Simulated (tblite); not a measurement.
Record of a relaxation.

C₇H₈FPSe.
Numbering: `[CH2:1]=[CH:2][C:3]1=[C:4]([F:5])[CH:6]=[CH:7][P@@:8]1([CH3:9])=[Se:10]` (hydrogens: H11, H12 on C1; H13 on C2; H14 on C6; H15 on C7; H16, H17, H18 on C9)

Computed with GFN2-xTB (tblite), gas phase: L-BFGS steps from a force-field or distance-geometry start until the largest atomic force falls under 0.01 eV/Å. 6 of its 86 geometries are shown.

Step 0: E = -800.8646 eV, largest atomic force 4.998 eV/Å
```
atom  x, y, z in Å  |  force x, y, z in eV/Å
C1      2.228   -1.128   -0.541   -1.336  -0.432  -0.025
C2      1.981    0.141   -0.221    0.604  -0.374   0.083
C3      0.628    0.636   -0.117    1.530  -1.672   0.269
C4      0.218    1.850    0.179    1.439   2.261   0.797
F5      1.144    2.836    0.489   -1.181  -0.549  -0.331
C6     -1.179    2.060    0.201   -0.476   3.679   0.902
C7     -1.929    1.040   -0.096   -1.588  -2.311  -0.080
P8     -0.832   -0.360   -0.428   -0.285   0.949   2.683
C9     -1.046   -1.684    0.778    0.026  -0.463   1.608
Se10   -0.780   -0.926   -2.294   -0.336  -1.488  -4.760
H11     1.381   -1.813   -0.751    0.731   0.460   0.137
H12     3.194   -1.558   -0.623    0.487  -0.036  -0.028
H13     2.854    0.769   -0.007   -0.685   0.192  -0.097
H14    -1.633    3.045    0.449    0.627  -0.554  -0.239
H15    -3.018    0.995   -0.138    0.462   0.076  -0.038
H16    -0.594   -2.608    0.387   -0.137   0.310   0.027
H17    -0.503   -1.396    1.725   -0.648  -0.347  -0.729
H18    -2.122   -1.891    0.996    0.767   0.300  -0.178
```

Step 17: E = -801.6225 eV, largest atomic force 0.105 eV/Å
```
atom  x, y, z in Å  |  force x, y, z in eV/Å
C1      2.256   -1.156   -0.523    0.030   0.015   0.013
C2      2.009    0.107   -0.181    0.008  -0.024   0.014
C3      0.667    0.606   -0.067    0.045   0.030  -0.045
C4      0.240    1.862    0.213    0.020  -0.049   0.000
F5      1.063    2.882    0.495    0.018  -0.023   0.003
C6     -1.183    2.095    0.215    0.036   0.003   0.043
C7     -1.915    0.998   -0.037    0.009   0.067  -0.011
P8     -0.819   -0.369   -0.475    0.033  -0.084  -0.054
C9     -1.030   -1.681    0.791   -0.022  -0.033   0.024
Se10   -1.007   -0.985   -2.467   -0.034   0.005   0.012
H11     1.442   -1.841   -0.721    0.085   0.054  -0.026
H12     3.257   -1.537   -0.642   -0.064   0.033   0.033
H13     2.810    0.811    0.019   -0.050  -0.032  -0.028
H14    -1.562    3.081    0.426   -0.051   0.003  -0.018
H15    -2.985    0.958   -0.138   -0.020   0.005   0.016
H16    -0.602   -2.611    0.415   -0.008   0.062   0.014
H17    -0.547   -1.391    1.724   -0.064  -0.023  -0.019
H18    -2.101   -1.823    0.939    0.031  -0.009   0.027
```

Step 34: E = -801.6312 eV, largest atomic force 0.029 eV/Å
```
atom  x, y, z in Å  |  force x, y, z in eV/Å
C1      2.295   -1.146   -0.528   -0.004   0.000  -0.002
C2      2.011    0.109   -0.192   -0.002   0.002  -0.018
C3      0.663    0.594   -0.104    0.002  -0.006   0.025
C4      0.247    1.846    0.205    0.008  -0.005   0.013
F5      1.086    2.846    0.506    0.008   0.008  -0.013
C6     -1.173    2.094    0.223    0.007  -0.002  -0.015
C7     -1.914    1.005   -0.034    0.000   0.001  -0.004
P8     -0.837   -0.376   -0.485    0.006  -0.006  -0.008
C9     -1.049   -1.677    0.795   -0.003   0.014  -0.009
Se10   -1.090   -1.007   -2.463    0.002  -0.006   0.003
H11     1.504   -1.840   -0.775    0.010  -0.009   0.005
H12     3.304   -1.511   -0.593   -0.010   0.016  -0.018
H13     2.792    0.827    0.029   -0.004  -0.017   0.022
H14    -1.549    3.082    0.435   -0.011  -0.013   0.007
H15    -2.986    0.973   -0.124   -0.007   0.007   0.008
H16    -0.592   -2.599    0.437    0.008   0.025   0.012
H17    -0.602   -1.371    1.739   -0.020   0.000  -0.008
H18    -2.120   -1.841    0.919    0.011  -0.008  -0.001
```

Step 51: E = -801.6352 eV, largest atomic force 0.111 eV/Å
```
atom  x, y, z in Å  |  force x, y, z in eV/Å
C1      2.309   -1.146   -0.556   -0.002   0.000  -0.045
C2      2.009    0.095   -0.183    0.013  -0.001  -0.007
C3      0.660    0.578   -0.095   -0.012   0.033   0.008
C4      0.252    1.835    0.204   -0.019   0.002   0.013
F5      1.099    2.833    0.491    0.014   0.021   0.010
C6     -1.167    2.094    0.224   -0.012  -0.015   0.017
C7     -1.916    1.011   -0.035    0.008  -0.001  -0.015
P8     -0.845   -0.375   -0.484   -0.047  -0.100  -0.009
C9     -1.067   -1.662    0.807    0.005  -0.027   0.024
Se10   -1.087   -1.030   -2.456   -0.001   0.008   0.005
H11     1.534   -1.843   -0.834   -0.035  -0.011   0.003
H12     3.324   -1.494   -0.638   -0.001   0.023   0.028
H13     2.779    0.811    0.071    0.040  -0.001   0.003
H14    -1.541    3.079    0.450    0.013   0.013  -0.012
H15    -2.990    0.981   -0.114    0.013   0.019   0.001
H16    -0.525   -2.556    0.497   -0.016   0.041   0.041
H17    -0.704   -1.307    1.770   -0.019  -0.024  -0.035
H18    -2.131   -1.899    0.869    0.057   0.020  -0.030
```

Step 68: E = -801.6405 eV, largest atomic force 0.026 eV/Å
```
atom  x, y, z in Å  |  force x, y, z in eV/Å
C1      2.306   -1.140   -0.613   -0.001  -0.011   0.002
C2      2.012    0.084   -0.183    0.008  -0.008  -0.003
C3      0.665    0.571   -0.085    0.005  -0.006  -0.004
C4      0.259    1.828    0.220   -0.002  -0.007   0.002
F5      1.107    2.824    0.513    0.000  -0.005   0.001
C6     -1.158    2.090    0.228   -0.007  -0.005   0.011
C7     -1.909    1.010   -0.038   -0.003  -0.006  -0.006
P8     -0.842   -0.385   -0.474    0.001  -0.005  -0.004
C9     -1.078   -1.652    0.834    0.001   0.013  -0.002
Se10   -1.089   -1.049   -2.443   -0.003  -0.001   0.010
H11     1.530   -1.821   -0.927   -0.020   0.005   0.007
H12     3.320   -1.488   -0.696    0.006   0.009   0.005
H13     2.790    0.780    0.105   -0.003   0.004  -0.002
H14    -1.531    3.078    0.445    0.007   0.009   0.000
H15    -2.982    0.991   -0.127   -0.004  -0.001  -0.003
H16    -0.412   -2.493    0.645    0.002   0.025  -0.008
H17    -0.884   -1.227    1.817    0.002  -0.005  -0.003
H18    -2.111   -1.995    0.767    0.012  -0.005  -0.003
```

Step 85: E = -801.6416 eV, largest atomic force 0.010 eV/Å
```
atom  x, y, z in Å  |  force x, y, z in eV/Å
C1      2.296   -1.145   -0.615    0.002  -0.002   0.001
C2      2.009    0.081   -0.186   -0.004  -0.002  -0.005
C3      0.662    0.570   -0.089   -0.001   0.009   0.001
C4      0.259    1.824    0.227   -0.005   0.005   0.002
F5      1.109    2.814    0.535    0.000   0.001  -0.002
C6     -1.157    2.091    0.232   -0.004  -0.005   0.005
C7     -1.911    1.016   -0.046   -0.002  -0.005   0.005
P8     -0.846   -0.381   -0.481    0.002   0.000  -0.002
C9     -1.068   -1.643    0.834    0.000  -0.001   0.005
Se10   -1.100   -1.065   -2.441    0.000   0.007  -0.001
H11     1.513   -1.820   -0.926    0.004  -0.001  -0.001
H12     3.308   -1.498   -0.700    0.002  -0.004   0.004
H13     2.788    0.776    0.102   -0.002  -0.009  -0.003
H14    -1.526    3.080    0.454    0.002  -0.006  -0.003
H15    -2.983    1.000   -0.140    0.000   0.002  -0.002
H16    -0.361   -2.454    0.667    0.000   0.006  -0.001
H17    -0.917   -1.205    1.818    0.001   0.003   0.000
H18    -2.082   -2.033    0.743    0.003   0.002  -0.002
```

Q: Summarise the path.

A: The energy falls by 0.7769 eV from step 0 to step 85; nine tenths of that is first reached at step 5. It falls at every step. The largest force goes from 4.998 to 0.010 eV/Å. Among the bonds P8=Se10 changes most, from 1.951 to 2.092 Å; the atoms move by 0.204 Å rms after alignment.

What follows is the cost of the whole relaxation. Hardware: Arm Neoverse N1, one thread, no GPU (shared host). Cost: 1.3 s.
